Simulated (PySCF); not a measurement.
Species: CH₆BN₃O.
Numbering: `[NH2:1][B:2]([NH2:3])[NH:4][CH:5]=[O:6]` (hydrogens: H7, H8 on N1; H9, H10 on N3; H11 on N4; H12 on C5)

Theory: core-valence-separated Tamm–Dancoff BHandHLYP/aug-pcX-1 (pcseg-1 on H) in PySCF, non-relativistic, gas phase, PBE0-D3(BJ)/def2-SVP geometry. No shift to experiment was applied.

Task: List the nitrogen K-edge absorption lines.

Result: 
```
E (eV)       f  core hole on                 main final orbital
398.89  0.0089            N1                        LUMO (73 %)
398.98  0.0115            N3                             spread
399.44  0.0215            N4                      LUMO+3 (51 %)
399.59  0.0208            N3                      LUMO+4 (49 %)
399.69  0.0210            N4                        LUMO (48 %)
399.76  0.0280            N1                      LUMO+1 (40 %)
400.19  0.0037            N3                        LUMO (75 %)
400.28  0.0220            N1                      LUMO+4 (60 %)
400.49  0.0120            N3                             spread
400.87  0.0110            N3  LUMO+1/LUMO+3 (2 roots, f summed)
401.05  0.0028            N1                      LUMO+2 (53 %)
401.21  0.0020            N1                      LUMO+3 (72 %)
401.43  0.0070            N1                      LUMO+1 (38 %)
401.52  0.0025            N4                      LUMO+1 (43 %)
```

The first line with a tenth or more of the strongest one's intensity is at 398.89 eV (f = 0.009), with the hole on N1 (boron-bound nitrogen). The strongest listed is at 399.76 eV (f = 0.028; N1).

Task: List the carbon K-edge absorption lines.

Result: 
| E (eV) | f | core hole on | main final orbital | polarisation |
| --- | --- | --- | --- | --- |
| 284.61 | 0.0836 | C5 | LUMO+4 (43 %) | normal to the local trigonal plane |
| 288.29 | 0.0211 | C5 | LUMO+1 (33 %) | in the local trigonal plane |
| 289.56 | 0.0028 | C5 | LUMO (59 %) | in the local trigonal plane |
| 290.06 | 0.0010 | C5 | LUMO+2 (56 %) | – |
| 290.22 | 0.0036 | C5 | LUMO+3 (57 %) | normal to the local trigonal plane |
| 290.42 | 0.0015 | C5 | LUMO+1 (42 %) | in the local trigonal plane |
| 290.76 | 0.0001 | C5 | LUMO+6 (61 %) | – |

The first line with a tenth or more of the strongest one's intensity is at 284.61 eV (f = 0.084), with the hole on C5 (amide carbonyl carbon), polarised normal to the local trigonal plane: a 1s→π* resonance. It is also the strongest listed.

Task: Give energies, oscillator strengths and core holes at the O K edge.

Result: 
```json
{"E (eV)": "529.36", "f": "0.0431", "core hole on": "O6", "main final orbital": "LUMO+3 (44 %)", "polarisation": "normal to the local trigonal plane"}
{"E (eV)": "532.96", "f": "0.0018", "core hole on": "O6", "main final orbital": "LUMO (52 %)", "polarisation": "in the local trigonal plane"}
{"E (eV)": "533.56", "f": "0.0005", "core hole on": "O6", "main final orbital": "LUMO+1 (33 %)", "polarisation": "–"}
{"E (eV)": "533.69", "f": "0.0012", "core hole on": "O6", "main final orbital": "LUMO (37 %)", "polarisation": "in the local trigonal plane"}
{"E (eV)": "534.22", "f": "0.0003", "core hole on": "O6", "main final orbital": "LUMO+3 (44 %)", "polarisation": "–"}
{"E (eV)": "534.38", "f": "0.0025", "core hole on": "O6", "main final orbital": "spread", "polarisation": "in the local trigonal plane"}
{"E (eV)": "534.53", "f": "0.0022", "core hole on": "O6", "main final orbital": "LUMO+5 (47 %)", "polarisation": "in the local trigonal plane"}
```

The first line with a tenth or more of the strongest one's intensity is at 529.36 eV (f = 0.043), with the hole on O6 (amide oxygen), polarised normal to the local trigonal plane: a 1s→π* resonance. It is also the strongest listed.

Roots within 0.03 eV whose holes lie on the same, on equivalent or on shared atoms are summed into one line, and the highest roots are left out, as the search may have cut off their partners. Final orbitals are the ground state's empty Kohn–Sham orbitals. A dash: too weak, shared between unlike atoms, or no plane or axis to refer to.

Task: What is the summed oscillator strength of the listed N K lines, and their intensity-weighted mean energy?

Result: Σf = 0.175 over 14 lines from 398.89 to 401.52 eV; the weighted mean is 399.92 eV. The strongest line holds 16 % of the sum.

The list ends where the root search ended, not at a threshold.

The values belong to the conformer `[NH2:1][B:2]([NH2:3])[NH:4][CH:5]=[O:6]`: N1–B2–N4–C5 180°, B2–N4–C5–O6 1°, H–N1–B2–N3 -2°, H–N1–B2–N3 -176°, H–N3–B2–N1 -179°, H–N3–B2–N1 0°.
